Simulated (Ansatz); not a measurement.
ZrIF3 was relaxed with PBE0-D4 (def2-SVP) in Ansatz in these states: charge +1 doublet, neutral singlet. The geometries follow in no particular order.

In the def2 sets I, Zr take a core potential; there is no spin–orbit coupling.

A:

```xyz
5

Zr   -0.140    0.068    0.024
I     2.276   -1.094   -0.396
F    -1.294   -0.311   -1.420
F     0.064    1.937    0.176
F    -0.905   -0.600    1.615
```

B:

```xyz
5

Zr   -0.097    0.299   -0.053
I     0.677   -2.538    0.476
F     1.547    0.994   -0.574
F    -0.748    0.977    1.550
F    -1.379    0.268   -1.399
```

Problem. Judge from the bond lengths which geometry belongs to which state (an estimate).

Solution. A is the neutral singlet (Zr1–I2 2.713 Å, Zr1–F5 1.887 Å, Zr1–F4 1.887 Å); B is the charge +1 doublet (Zr1–I2 2.987 Å, Zr1–F5 1.858 Å, Zr1–F4 1.859 Å).
